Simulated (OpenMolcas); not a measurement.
A calculation on Ce2+.

```
Program             : OpenMolcas
Method              : CASSCF
Basis               : ANO-RCC-VQZP [9s8p6d4f3g2h]
Scalar Hamiltonian  : DKH2, point nucleus
Active space        : 2 electrons in 7 orbitals (4f)
State averaging     : 2S+1 = 3 even, 21 roots; 2S+1 = 1 even, 28 roots
Spin-orbit coupling : RASSI with atomic mean-field integrals over the reference wave functions, term energies averaged over their components
```

Q: Which level of the active space comes out lowest?

A: 4f² ³H₄, with 98 % of that term; it is also the measured ground level.

Q: How high does 4f² ³F₃ lie?

A: 6682 cm⁻¹ above the lowest level; measured 4765 cm⁻¹ above the ground level, so the calculation is off by +40 %.

Q: How high does 4f² ¹S₀ lie?

A: 52903 cm⁻¹ above the lowest level; measured 32839 cm⁻¹ above the ground level, so the calculation is off by +61 %.

Q: How high does 4f² ³H₅ lie?

A: 1654 cm⁻¹ above the lowest level; measured 1528 cm⁻¹ above the ground level, so the calculation is off by +8 %.

Q: The level at 6755 cm⁻¹ has J = 4. What is it made of, and what is its g factor?

A: 50 % 4f² ³F₄, 49 % 4f² ¹G; g = 1.122, against 1.251 from Landé's formula for the pure leading term.

Measured values: Martin, Zalubas and Hagan, Atomic Energy Levels: The Rare-Earth Elements, NSRDS-NBS 60 (1978).

Without dynamic correlation excited terms often stand tens of per cent too high (terms of higher spin than the ground term too low), and those without a measured partner can miss by more than the paired ones. Computed and measured levels are paired by configuration, term and J; levels that our copy of the source lacks, or whose pairing is in doubt (as where it misses far off the trend of its configuration), stay unpaired and out of the deviations. Only configurations of the active space appear.
